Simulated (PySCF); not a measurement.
**Electronic structure of In⁺ (indium, charge +1) at the UHF level**

Configuration: [Kr] 4d10 5s2, closed-shell 1S. All numbers are calculated (PySCF 2.14, scalar relativity by spin-free X2C-1e, in aug-cc-pVQZ-DK3).

```
Total energy                        : -5877.840708 hartree
One-electron energy                 : -8080.0425 hartree
Hartree (Coulomb) energy            : 2360.7643 hartree
Exchange energy                     : -158.5626 hartree
⟨S²⟩                                : 0.0000
⟨L²⟩                                : 0.000
Sum of ⟨r⟩                          : 31.07 bohr
Sum of ⟨r²⟩                         : 41.34 bohr²
Langevin diamagnetic susceptibility : -32.7 ×10⁻⁶ cm³/mol
```

| shell | electrons | mean orbital energy (hartree) | rms radius, mean of both spins (bohr) |
| --- | --- | --- | --- |
| 1s | 2 | -1032.06440 | 0.0340 |
| 2s | 2 | -158.10435 | 0.139 |
| 2p | 6 | -141.76376 | 0.124 |
| 3s | 2 | -31.66018 | 0.371 |
| 3p | 6 | -26.15980 | 0.372 |
| 3d | 10 | -17.60878 | 0.352 |
| 4s | 2 | -5.57815 | 0.907 |
| 4p | 6 | -3.84967 | 0.991 |
| 4d | 10 | -1.28266 | 1.27 |
| 5s | 2 | -0.63548 | 2.76 |

Densities and radii are taken from the X2C orbitals without a picture-change correction, which distorts them close to the nucleus.
